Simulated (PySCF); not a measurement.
# Nuclear quadrupole coupling in `C#CCN(C)[Si@@H](O)C=C`

Compound: C6H11NOSi.
Cartesian coordinates in Å at the GFN2-xTB level; atoms count from 1:
```xyz
20
C6H11NOSi angstrom
C     -3.3847    1.2677   -0.8396
C     -2.6502    0.8058   -0.0151
C     -1.7081    0.2083    0.9169
N     -0.5489   -0.3680    0.2605
C     -0.8968   -1.5035   -0.5596
Si     0.7988    0.6580   -0.0800
O      1.0684    1.5916    1.2291
C      2.2750   -0.4452   -0.4684
C      3.4833   -0.2379    0.0287
H     -4.0458    1.6947   -1.5338
H     -2.2241   -0.5760    1.4891
H     -1.3639    0.9808    1.6083
H     -1.3791   -2.2681    0.0574
H     -1.5873   -1.2288   -1.3650
H     -0.0003   -1.9272   -1.0006
H      0.6044    1.6972   -1.0940
H      1.3897    1.2033    2.0389
H      2.1529   -1.2608   -1.1687
H      4.3354   -0.8517   -0.2230
H      3.6763    0.5705    0.7159
```

Field gradients from the PBE0/pcSseg-1 density (PySCF, non-relativistic), principal values in atomic units, ordered |Vxx| ≤ |Vyy| ≤ |Vzz|:

```csv
atom,Vxx,Vyy,Vzz
N4,0.3118,0.7853,-1.0972
O7,-0.4483,-1.0415,1.4898
```

Find the asymmetry η = (Vxx − Vyy)/Vzz and the couplings χ = eQV/h (234.96 MHz × Q in barn × V in au), with Q(14N) = 0.02044 b, Q(17O) = −0.0256 b.

```tsv
atom	environment	nucleus	η	χzz (MHz)	χxx (MHz)	χyy (MHz)
N4	silicon-bound nitrogen	14N	0.43	-5.27	1.50	3.77
O7	silanol oxygen	17O	0.40	-8.96	2.70	6.26
```

The tensor is traceless: Vxx + Vyy + Vzz = 0.

What is Vzz at N4 in SI units (1 au = 9.71736 × 10²¹ V/m²)?

-1.0972 au = -10.662 × 10²¹ V/m².

And the gradient at the other heavy atoms, for which no coupling is worked out here?

| atom | environment | Vzz (au) | η |
| --- | --- | --- | --- |
| C1 | terminal alkyne carbon | -0.274 | 0.24 |
| C2 | alkyne carbon | -0.313 | 0.07 |
| C3 | sp3 carbon bound to nitrogen | 0.213 | 0.84 |
| C5 | N-methyl carbon | 0.244 | 0.08 |
| Si6 | oxygen-bound silicon | 0.363 | 0.96 |
| C8 | alkene CH carbon | 0.371 | 0.37 |
| C9 | terminal =CH2 carbon | 0.376 | 0.36 |

Were the hydrogens deuterons (Q(2H) = 0.00286 b), χzz would run from 106 kHz (H16) to 344 kHz (H17).

Isolated species at its GFN2-xTB geometry (one conformer only). GFN2-xTB bond lengths can be off by several hundredths of an ångström, more for odd bonds, and the gradients follow them. With so small a basis the couplings can be 20 % off.
